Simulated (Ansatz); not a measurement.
Reaction (substitution at a C–Si bond): `O[SiH2]C(F)F` + `OC(F)CF` → `FCC(F)OC(F)F` + silanol

Isolated molecules relaxed with PBE0-D4/def2-TZVP in Ansatz; ΔE leaves out vibrations. CCSD(T)/CBS adds triple-zeta CCSD(T) − MP2 to the extrapolated MP2 energy (def2 sets, frozen cores). Functionals use def2-TZVPP. One conformer a species, not always the lowest.

`O[SiH2]C(F)F`:

```xyz
9

O    -0.035   -1.888   -0.066
Si   -0.417   -0.393   -0.623
C     0.135    0.929    0.651
F     1.486    0.807    0.862
F    -0.091    2.182    0.156
H     0.893   -2.104    0.041
H    -1.889   -0.350   -0.759
H     0.267   -0.054   -1.897
H    -0.348    0.872    1.634
```

`OC(F)CF`:

Z-matrix (Å, degrees):
```
C
F 1 1.385
C 1 1.513 2 108.2
O 1 1.366 2 110.3 3 -123.6
H 1 1.094 2 107.0 3 119.3
F 3 1.382 1 108.9 2 -74.2
H 3 1.093 1 109.8 2 167.4
H 3 1.092 1 110.7 2 45.2
H 4 0.965 1 108.0 2 75.9
```

`FCC(F)OC(F)F`:

Cartesian coordinates in Å:
```
F 1.265 1.983 -1.545
C 0.208 1.584 -0.769
C 0.367 0.125 -0.428
F 0.279 -0.634 -1.569
O -0.675 -0.200 0.428
C -0.573 -1.419 1.043
F -1.727 -1.626 1.673
F 0.411 -1.392 1.970
H -0.724 1.730 -1.322
H 0.194 2.172 0.152
H 1.344 -0.086 0.019
H -0.370 -2.238 0.347
```

`O[SiH3]`:

Z-matrix (Å, degrees):
```
Si
O 1 1.648
H 1 1.489 2 111.7
H 1 1.489 2 111.7 3 120.9
H 1 1.481 2 105.9 3 -119.6
H 2 0.957 1 117.9 3 -60.5
```

```
       species  r2SCAN-D4 energy (Eh)
`O[SiH2]C(F)F`             -604.93119
     `OC(F)CF`             -353.51416
`FCC(F)OC(F)F`             -591.31309
     `O[SiH3]`             -367.13151
```

Q: Work out ΔE.

A: ΔE = (-591.31309) + (-367.13151) − (-604.93119) − (-353.51416) = 0.00075 Eh = +2.0 kJ/mol. CCSD(T)/CBS gives +5.5 kJ/mol.

Largest T1 diagnostic among the species: 0.012.

In def2-TZVPP, CCSD(T) changes the Hartree–Fock value by +14.9 kJ/mol (the triples alone add +0.9 kJ/mol) and MP2 by +16.9 kJ/mol. From PBE to PBE0 (25 % exact exchange), in def2-TZVPP and without D4, ΔE moves by −7.0 kJ/mol.
